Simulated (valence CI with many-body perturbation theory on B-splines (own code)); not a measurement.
# E1 transitions of Ho LXI

Level of theory: relativistic CI+MBPT: five valence electrons over a frozen Dirac-Fock core [He], radial functions for each j: 9 s, 9 p, 8 d, 6 f, 3 g, 1 h, with the one-electron correlation potential Σ1, the two-electron term Σ2, the three-electron term Σ3, Breit, model QED; selected CI, second order for the rest (own B-spline code, finite nucleus).

The last digits are not significant, and no measured levels were compared; by estimate large intervals hold to a few tenths of a per cent, small ones and those within an open d or f shell to about a per cent. Among the levels kept, up to 1100 cm⁻¹ of a level comes from second order outside the variational space, and about a tenth of that is noise between levels of different J, which matters for small intervals.

Lines 201 to 250 of 252 in falling wavelength, among levels below 8869.3 eV, chosen from the strongest by gf and those to the six lowest levels. Wavelengths and rates use the calculated energies. Electric multipoles are in the length gauge, E1 and E2 with the static RPA response of the core. Weak lines are less certain than strong ones. Lines between different terms over intervals too small for the method are left out, as are lines whose strength nearly cancels. The highest levels of a list are the least certain.

Levels are named by their leading jj configuration (3d3/2^4 stands for four electrons in 3d with j = 3/2), which in mixed levels can hold well under half, so a name can repeat and another be missing. Letters in brackets count levels of one name in rising energy.

```
λ vac (nm)                               Upper                       Lower   A (s⁻¹)  S (a.u.)
    0.1610      (2s^2 2p1/2 2p3/2 3d5/2) J=1/2  (2s^2 2p1/2 2p3/2^2) J=1/2  1.02e+15  4.19e-03
    0.1608  (2s^2 2p1/2 2p3/2 3d5/2) J=3/2 [a]  (2s^2 2p1/2 2p3/2^2) J=5/2  4.75e+13  3.91e-04
    0.1608  (2s^2 2p1/2 2p3/2 3d5/2) J=5/2 [a]  (2s^2 2p1/2 2p3/2^2) J=5/2  2.62e+14  3.23e-03
    0.1607          (2s^2 2p1/2^2 3d5/2) J=5/2  (2s^2 2p1/2^2 2p3/2) J=3/2  9.39e+14  1.15e-02
    0.1605  (2s^2 2p1/2 2p3/2 3d5/2) J=5/2 [b]  (2s^2 2p1/2 2p3/2^2) J=5/2  5.21e+14  6.37e-03
    0.1604  (2s^2 2p1/2 2p3/2 3d5/2) J=3/2 [a]  (2s^2 2p1/2 2p3/2^2) J=3/2  6.48e+14  5.28e-03
    0.1603  (2s^2 2p1/2 2p3/2 3d5/2) J=5/2 [a]  (2s^2 2p1/2 2p3/2^2) J=3/2  7.16e+14  8.73e-03
    0.1603  (2s^2 2p1/2 2p3/2 3d5/2) J=7/2 [b]  (2s^2 2p1/2 2p3/2^2) J=5/2  1.54e+15  2.50e-02
    0.1602  (2s^2 2p1/2 2p3/2 3d5/2) J=3/2 [b]  (2s^2 2p1/2 2p3/2^2) J=5/2  1.13e+14  9.14e-04
    0.1600  (2s^2 2p1/2 2p3/2 3d5/2) J=5/2 [b]  (2s^2 2p1/2 2p3/2^2) J=3/2  8.58e+14  1.04e-02
    0.1598  (2s 2p1/2^2 2p3/2 3p3/2) J=3/2 [a]  (2s^2 2p1/2 2p3/2^2) J=1/2  2.03e+12  1.64e-05
    0.1597  (2s^2 2p1/2 2p3/2 3d5/2) J=3/2 [b]  (2s^2 2p1/2 2p3/2^2) J=3/2  1.37e+13  1.10e-04
    0.1596      (2s^2 2p1/2 2p3/2 3d5/2) J=1/2  (2s^2 2p1/2 2p3/2^2) J=3/2  8.17e+13  3.28e-04
    0.1594  (2s 2p1/2^2 2p3/2 3p3/2) J=1/2 [a]  (2s^2 2p1/2 2p3/2^2) J=1/2  1.31e+11  5.25e-07
    0.1590      (2s 2p1/2^2 2p3/2 3p3/2) J=7/2  (2s^2 2p1/2 2p3/2^2) J=5/2  4.58e+12  7.28e-05
    0.1589  (2s 2p1/2^2 2p3/2 3p3/2) J=3/2 [a]  (2s^2 2p1/2 2p3/2^2) J=5/2  8.24e+11  6.52e-06
    0.1585  (2s 2p1/2^2 2p3/2 3p3/2) J=5/2 [a]  (2s^2 2p1/2 2p3/2^2) J=5/2  2.40e+12  2.83e-05
    0.1584  (2s 2p1/2^2 2p3/2 3p3/2) J=3/2 [a]  (2s^2 2p1/2 2p3/2^2) J=3/2  4.66e+12  3.65e-05
    0.1581  (2s 2p1/2^2 2p3/2 3p3/2) J=5/2 [a]  (2s^2 2p1/2 2p3/2^2) J=3/2  8.74e+12  1.02e-04
    0.1580  (2s 2p1/2^2 2p3/2 3p3/2) J=1/2 [a]  (2s^2 2p1/2 2p3/2^2) J=3/2  1.36e+11  5.29e-07
    0.1579  (2s 2p1/2^2 2p3/2 3p3/2) J=3/2 [b]  (2s^2 2p1/2 2p3/2^2) J=1/2  1.35e+12  1.05e-05
    0.1578  (2s 2p1/2^2 2p3/2 3p3/2) J=1/2 [b]  (2s^2 2p1/2 2p3/2^2) J=1/2  6.33e+12  2.46e-05
    0.1573  (2s 2p1/2^2 2p3/2 3p3/2) J=5/2 [b]  (2s^2 2p1/2 2p3/2^2) J=5/2  5.81e+11  6.70e-06
    0.1570  (2s 2p1/2^2 2p3/2 3p3/2) J=3/2 [b]  (2s^2 2p1/2 2p3/2^2) J=5/2  2.05e+11  1.56e-06
    0.1569  (2s 2p1/2^2 2p3/2 3p3/2) J=5/2 [b]  (2s^2 2p1/2 2p3/2^2) J=3/2  5.47e+12  6.26e-05
    0.1566  (2s 2p1/2^2 2p3/2 3p3/2) J=3/2 [b]  (2s^2 2p1/2 2p3/2^2) J=3/2  1.96e+12  1.49e-05
    0.1565  (2s 2p1/2^2 2p3/2 3p3/2) J=1/2 [b]  (2s^2 2p1/2 2p3/2^2) J=3/2  1.31e+12  4.94e-06
    0.1535     (2s^2 2p1/2 2p3/2 3s) J=3/2 [a]  (2s^2 2p1/2^2 2p3/2) J=3/2  1.92e+13  1.37e-04
    0.1533         (2s^2 2p1/2 2p3/2 3s) J=1/2  (2s^2 2p1/2^2 2p3/2) J=3/2  3.11e+13  1.11e-04
    0.1532         (2s^2 2p1/2 2p3/2 3s) J=5/2  (2s^2 2p1/2^2 2p3/2) J=3/2  2.94e+13  3.12e-04
    0.1530     (2s^2 2p1/2 2p3/2 3s) J=3/2 [b]  (2s^2 2p1/2^2 2p3/2) J=3/2  1.87e+13  1.33e-04
    0.1470  (2s 2p1/2^2 2p3/2 3p1/2) J=3/2 [a]  (2s^2 2p1/2^2 2p3/2) J=3/2  1.50e+14  9.40e-04
    0.1470      (2s 2p1/2^2 2p3/2 3p1/2) J=5/2  (2s^2 2p1/2^2 2p3/2) J=3/2  3.79e+14  3.56e-03
    0.1457      (2s 2p1/2^2 2p3/2 3p1/2) J=1/2  (2s^2 2p1/2^2 2p3/2) J=3/2  5.05e+14  1.54e-03
    0.1457  (2s 2p1/2^2 2p3/2 3p1/2) J=3/2 [b]  (2s^2 2p1/2^2 2p3/2) J=3/2  4.43e+14  2.70e-03
    0.1455  (2s^2 2p1/2 2p3/2 3d3/2) J=3/2 [a]  (2s^2 2p1/2^2 2p3/2) J=3/2  4.51e+13  2.74e-04
    0.1454  (2s^2 2p1/2 2p3/2 3d3/2) J=5/2 [a]  (2s^2 2p1/2^2 2p3/2) J=3/2  4.53e+13  4.12e-04
    0.1454  (2s^2 2p1/2 2p3/2 3d3/2) J=1/2 [a]  (2s^2 2p1/2^2 2p3/2) J=3/2  9.88e+12  3.00e-05
    0.1449  (2s^2 2p1/2 2p3/2 3d3/2) J=5/2 [b]  (2s^2 2p1/2^2 2p3/2) J=3/2  1.06e+15  9.51e-03
    0.1448  (2s^2 2p1/2 2p3/2 3d3/2) J=3/2 [b]  (2s^2 2p1/2^2 2p3/2) J=3/2  8.56e+14  5.13e-03
    0.1447  (2s^2 2p1/2 2p3/2 3d3/2) J=1/2 [b]  (2s^2 2p1/2^2 2p3/2) J=3/2  9.92e+14  2.97e-03
    0.1441  (2s^2 2p1/2 2p3/2 3d5/2) J=3/2 [a]  (2s^2 2p1/2^2 2p3/2) J=3/2  1.90e+13  1.12e-04
    0.1440  (2s^2 2p1/2 2p3/2 3d5/2) J=5/2 [a]  (2s^2 2p1/2^2 2p3/2) J=3/2  2.02e+13  1.79e-04
    0.1438  (2s^2 2p1/2 2p3/2 3d5/2) J=5/2 [b]  (2s^2 2p1/2^2 2p3/2) J=3/2  1.28e+13  1.12e-04
    0.1436  (2s^2 2p1/2 2p3/2 3d5/2) J=3/2 [b]  (2s^2 2p1/2^2 2p3/2) J=3/2  6.84e+11  4.00e-06
    0.1435      (2s^2 2p1/2 2p3/2 3d5/2) J=1/2  (2s^2 2p1/2^2 2p3/2) J=3/2  1.16e+12  3.39e-06
    0.1425  (2s 2p1/2^2 2p3/2 3p3/2) J=3/2 [a]  (2s^2 2p1/2^2 2p3/2) J=3/2  2.11e+14  1.20e-03
    0.1422  (2s 2p1/2^2 2p3/2 3p3/2) J=5/2 [a]  (2s^2 2p1/2^2 2p3/2) J=3/2  1.92e+14  1.64e-03
    0.1422  (2s 2p1/2^2 2p3/2 3p3/2) J=1/2 [a]  (2s^2 2p1/2^2 2p3/2) J=3/2  3.56e+14  1.01e-03
    0.1413  (2s 2p1/2^2 2p3/2 3p3/2) J=5/2 [b]  (2s^2 2p1/2^2 2p3/2) J=3/2  1.53e+14  1.27e-03
```
